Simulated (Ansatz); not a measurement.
**Run times for AlSiNH6O (SMILES O[SiH2][NH][AlH2])**

AlSiNH6O has 10 atoms, charge 0, and is taken as a singlet. As SMILES, `O[SiH2][NH][AlH2]`. The coordinates come from a PBE0-D4/def2-TZVP relaxation. This is one conformer, not always the lowest.

```xyz
10

O    -1.8174   -0.6938   -1.0565
Si   -0.5766    0.3739   -0.8516
N     0.6933   -0.3823    0.0096
Al    1.2333   -0.0948    1.6863
H    -2.3998   -0.5479   -1.8031
H    -1.0002    1.5438   -0.0395
H    -0.1428    0.8313   -2.2032
H     1.1594   -1.1278   -0.4930
H     0.5084    1.0306    2.5252
H     2.4254   -0.9842    2.2287
```

Program: Ansatz 0.2.0. Hardware: 1 thread of Intel Xeon at 2.50GHz (Skylake/Cascade Lake), shared host, so times are rough. Ansatz fits the integrals of SCF and DFT runs by default. Its times include its search for lower SCF states.

Question: Estimate their order by wall time, quickest first.
A. gradient at PBE0/6-31+G* (spherical functions)
B. gradient at CCSD(T)/6-311G**, 12 core orbitals frozen
C. gradient at wB97X/6-31+G* (spherical functions)
D. gradient at HF/STO-3G
E. gradient at HF/def2-SVP

Answer: D (2.4 s), E (11 s), A (29 s), C (86 s), B (6.8 min).
